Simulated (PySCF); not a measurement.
All values below come from PBE-D3(BJ)/def2-TZVP // r2SCAN-D4/def2-TZVP (PySCF). Gas-phase values, no solvent. One relaxed conformer stands for a flexible species; it need not be the lowest. Excitations are Tamm–Dancoff values on a coarser integration grid. The basis has no diffuse functions, so Rydberg states are missing or too high.

Reference species (SMILES): `[F][Ge]([F])([F])[F]` (neutral, multiplicity 1).

```json
{
  "HOMO–LUMO gap": "7.56 eV",
  "S1 oscillator strength": "0.000",
  "HOMO": "-10.48 eV",
  "S1 excitation (TDA)": "7.72 eV"
}
```

After one change: the HOMO–LUMO gap drops by 1.17 eV; the S1 oscillator strength hardly moves; the HOMO increases by 2.16 eV; the S1 excitation (TDA) drops by 1.16 eV.

Which change was made? The new species is one of these.
A) `[OH][Ge]([OH])([OH])[OH]`
B) `[OH][Ge]([OH])([OH])[F]`
C) `[OH][Ge]([OH])([F])[F]` (H–O–Ge–F torsion -85°, F–Ge–O–H torsion 30°)
D) `[OH][Ge]([F])([F])[F]`

C, `[OH][Ge]([OH])([F])[F]` (H–O–Ge–F torsion -85°, F–Ge–O–H torsion 30°)
